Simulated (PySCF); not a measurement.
B(AsH2)2(OH) (As2BH5O), SMILES B([AsH2])(O)[AsH2].

Coordinates come from a B3LYP-D3(BJ)/def2-SVP optimisation. The structure was generated by enumeration, and PubChem lists no compound with its InChIKey, so it may never have been made. The values are those of a single conformer.

These are TDA-PBE/def2-SVPD (PySCF) values and carry that method's errors.

Vertical excitations. The molecule is in vacuum.

| state | energy (eV) | λ (nm) | f | main pairs |
|---|---|---|---|---|
| S1 | 4.48 | 277 | 0.015 | HOMO→LUMO 95 % |
| S2 | 4.85 | 255 | 0.026 | HOMO→LUMO+1 82 %, HOMO−1→LUMO 17 % |
| S3 | 5.08 | 244 | 0.052 | HOMO−1→LUMO 72 %, HOMO→LUMO+1 16 % |
| S4 | 5.46 | 227 | 0.005 | HOMO−1→LUMO+1 94 % |
| S5 | 5.54 | 224 | 0.031 | HOMO→LUMO+2 93 % |
| S6 | 5.76 | 215 | 0.044 | HOMO→LUMO+3 90 % |
| S7 | 6.15 | 202 | 0.010 | HOMO−2→LUMO 79 % |
| S8 | 6.22 | 199 | 0.017 | HOMO−1→LUMO+2 57 %, HOMO→LUMO+5 33 % |
| S9 | 6.26 | 198 | 0.019 | HOMO→LUMO+4 29 %, HOMO→LUMO+5 28 %, HOMO−1→LUMO+2 22 %, HOMO−2→LUMO 6 % |
| S10 | 6.39 | 194 | 0.037 | HOMO−1→LUMO+3 68 %, HOMO→LUMO+4 15 % |
| T1 | 3.76 | 330 | 0 | HOMO→LUMO 99 % |
| T2 | 4.42 | 281 | 0 | HOMO−1→LUMO 96 % |
| T3 | 4.69 | 264 | 0 | HOMO→LUMO+1 96 % |
| T4 | 5.22 | 238 | 0 | HOMO−1→LUMO+1 50 %, HOMO→LUMO+2 42 % |
Triplets are in the Tamm–Dancoff approximation.
